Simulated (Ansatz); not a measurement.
Molecule: CH2Br2 (charge 0, singlet). 
Geometry from a B3LYP-D3(BJ)/def2-TZVP (Ansatz, a first-principles code) optimisation:
```xyz
5

Br     1.6305     0.1050     0.0396
C     -0.0111    -0.9350     0.0072
Br    -1.6275     0.1430    -0.0415
H      0.0041    -1.5425    -0.8872
H     -0.0405    -1.5281     0.9108
```

Wanted: atomisation energy (electronic, to ground-state atoms), in kcal/mol. Cores are frozen in the correlated levels unless marked. UHF or UKS for open shells. Spin-orbit coupling is left out. The frozen core is the preceding noble-gas configuration, with the filled d and f shells of earlier blocks. No relativistic terms. The coupled-cluster limit lacks core correlation, which all-electron functionals hold. CBS(X,Y): correlation extrapolated as X^-3; Hartree-Fock from the larger set (for Q and 5 zeta extrapolated as (X+1)exp(-9√X)).

```
level                                        program  atomisation energy (kcal/mol)  minus last row
------------------------------------  --------------  -----------------------------  --------------
PBE-D4/def2-TZVPD                     Ansatz + dftd4                          358.9            12.3
r2SCAN-D4/def2-TZVPD                  Ansatz + dftd4                          349.9             3.3
HSE06-D3(BJ)/def2-TZVPD               Ansatz + dftd3                          350.9             4.3
CAM-B3LYP-D4/def2-TZVPD               Ansatz + dftd4                          343.3            -3.3
B2GP-PLYP-D4/def2-TZVPD               Ansatz + dftd4                          340.3            -6.3
CCSD(T)/CBS(aug-cc-pVTZ,aug-cc-pVQZ)          Ansatz                          346.3            -0.3
CCSD(T)/CBS(cc-pVQZ,cc-pV5Z)                  Ansatz                          346.6             0.0
```
